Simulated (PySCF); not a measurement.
A series of related molecules.

All values: PBE0/pcSseg-1 (PySCF) at GFN2-xTB geometries, gas phase, one conformer each.

(1) Rank by dipole moment, highest first.
A. `[CH3:1][NH:2][C@@H:3]([CH3:4])[CH2:5][NH2:6]` with C1–N2–C3–C4 75°, N2–C3–C5–N6 65°, C3–C5–N6–H -49° and -168°
B. `[CH3:1][NH:2][C@H:3]([CH3:4])[CH2:5][SiH3:6]` with C1–N2–C3–C4 -153°, N2–C3–C5–Si6 32°
C. `[CH3:1][NH:2][C@H:3]([CH3:4])[C:5]([F:6])=[C:7]([F:8])[F:9]` with C1–N2–C3–C4 -173°, N2–C3–C5–F6 64°
D. `[CH3:1][NH:2][C@@H:3]([CH3:4])[C:5]([F:6])([F:7])[F:8]` with C1–N2–C3–C4 152°

(2) Rank by the highest IAO charge on any atom, lowest value first.
A. `[C@H](C)(CN)NC`
B. `CN[C@H](C)C[SiH3]`
C. `CN[C@H](C)C(F)=C(F)F`
D. `CN[C@@H](C)C(F)(F)F`

(3) Rank by HOMO–LUMO gap, highest first.
A. `CN[C@H](C)C[SiH3]`
B. `CN[C@@H](C)C(F)(F)F`
C. `CN[C@@H](C)CN`
D. `CN[C@H](C)C(F)=C(F)F`

Results:

(1) D (3.23 D), B (2.48 D), A (1.80 D), C (1.12 D).

(2) A (+0.245 e), C (+0.492 e), B (+0.601 e), D (+0.799 e).

(3) B (8.19 eV), A (7.92 eV), C (7.66 eV), D (7.44 eV).

All values together:

```json
{"SMILES": "CN[C@H](C)C[SiH3]", "formula": "C4H13NSi", "μ (D)": "2.48", "HOMO (eV)": "-6.78", "LUMO (eV)": "1.14", "lowest IAO charge (e)": "-0.548 (C)", "highest IAO charge (e)": "+0.601 (Si)", "lowest Hirshfeld charge (e)": "-0.165 (C)", "highest Hirshfeld charge (e)": "+0.276 (Si)"}
{"SMILES": "CN[C@@H](C)C(F)(F)F", "formula": "C4H8F3N", "μ (D)": "3.23", "HOMO (eV)": "-6.94", "LUMO (eV)": "1.25", "lowest IAO charge (e)": "-0.430 (C)", "highest IAO charge (e)": "+0.799 (C)", "lowest Hirshfeld charge (e)": "-0.166 (N)", "highest Hirshfeld charge (e)": "+0.256 (C)"}
{"SMILES": "CN[C@H](C)C(F)=C(F)F", "formula": "C5H8F3N", "μ (D)": "1.12", "HOMO (eV)": "-6.76", "LUMO (eV)": "0.68", "lowest IAO charge (e)": "-0.423 (C)", "highest IAO charge (e)": "+0.492 (C)", "lowest Hirshfeld charge (e)": "-0.161 (N)", "highest Hirshfeld charge (e)": "+0.141 (C)"}
{"SMILES": "CN[C@@H](C)CN", "formula": "C4H12N2", "μ (D)": "1.80", "HOMO (eV)": "-6.20", "LUMO (eV)": "1.46", "lowest IAO charge (e)": "-0.587 (N)", "highest IAO charge (e)": "+0.245 (H)", "lowest Hirshfeld charge (e)": "-0.253 (N)", "highest Hirshfeld charge (e)": "+0.105 (H)"}
```

Conformers: `[CH3:1][NH:2][C@H:3]([CH3:4])[CH2:5][SiH3:6]` with C1–N2–C3–C4 -153°, N2–C3–C5–Si6 32°; `[CH3:1][NH:2][C@@H:3]([CH3:4])[C:5]([F:6])([F:7])[F:8]` with C1–N2–C3–C4 152°; `[CH3:1][NH:2][C@H:3]([CH3:4])[C:5]([F:6])=[C:7]([F:8])[F:9]` with C1–N2–C3–C4 -173°, N2–C3–C5–F6 64°; `[CH3:1][NH:2][C@@H:3]([CH3:4])[CH2:5][NH2:6]` with C1–N2–C3–C4 75°, N2–C3–C5–N6 65°, C3–C5–N6–H -49° and -168°.
